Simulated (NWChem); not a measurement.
Species: SiH₃OF; SMILES O[SiH2]F

```xyz
6

Si    -0.4328     0.0479    -0.0345
O      0.5924    -1.2340    -0.2067
F      0.3694     1.4458    -0.0795
H     -1.3520    -0.0169    -1.1876
H     -1.1376     0.0111     1.2724
H      1.1907    -1.4277     0.5282
```
Atoms are numbered in this order, from 1.

Program: NWChem. Pople sets run with spherical d functions. Coordinates come from a B3LYP/6-31G* (spherical d) optimisation. GIAO values for the isolated, static molecule; σ is the absolute isotropic shielding, δ = σ(reference) − σ with the isolated reference molecule computed at the same levels (19F: trichlorofluoromethane, 1H: tetramethylsilane, 17O: water, 29Si: tetramethylsilane).

| level | δ Si1 (ppm) | δ O2 (ppm) | δ F3 (ppm) | δ H4 (ppm) | δ H5 (ppm) | δ H6 (ppm) |
|---|---|---|---|---|---|---|
| Hartree-Fock/6-31G* | -22.5 | 29.6 | -110.0 | 4.99 | 5.04 | 2.54 |
| KT2/pcSseg-1 | -18.0 | 68.0 | -189.5 | 4.95 | 5.30 | 2.52 |
| PBE/pcSseg-1 | -21.6 | 71.6 | -181.5 | 5.01 | 5.38 | 2.52 |
